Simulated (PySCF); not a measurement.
Sn⁺ (tin, charge +1) across methods

[Kr] 4d10 5s2 5d1, 2D determinant (an excited configuration). Computed with PySCF 2.14 in aug-cc-pwCVTZ-DK3 with one added diffuse shell each of s, p, d, f type (11s10p8d5f1g, 125 functions), with scalar relativity by spin-free X2C-1e.

| method | E (hartree) | mean ε 5s α (eV) | mean ε 5s β (eV) | mean ε 5d α (eV) | Σ⟨r²⟩ (bohr²) | ⟨S²⟩ |
| --- | --- | --- | --- | --- | --- | --- |
| PBE | -6175.34 | -20.238 | -20.068 | -5.122 | 61.75 | 0.750 |
| revPBE | -6175.60 | -20.098 | -19.943 | -5.158 | 61.84 | 0.750 |
| PW91 | -6176.24 | -20.338 | -20.154 | -5.134 | 61.56 | 0.750 |
| UHF | -6173.00355 | -23.265 | -23.117 | -6.043 | 67.57 | 0.750 |
| PBE0 | -6175.40 | -21.195 | -21.037 | -5.458 | 62.50 | 0.750 |
| LDA | -6169.72 | -20.695 | -20.503 | -5.004 | 61.67 | 0.750 |
| TPSSh | -6175.49 | -20.513 | -20.333 | -5.203 | 62.13 | 0.750 |

(1) Estimate the same row for r2SCAN.

The outer electron is Rydberg-like, and this basis confines it to a smaller radius and binds it less than a complete one would.

Answers

(1) E (hartree) = -6175.74; mean ε 5s α (eV) = -20.261; mean ε 5s β (eV) = -20.317; mean ε 5d α (eV) = -5.080; Σ⟨r²⟩ (bohr²) = 61.59; ⟨S²⟩ = 0.751.
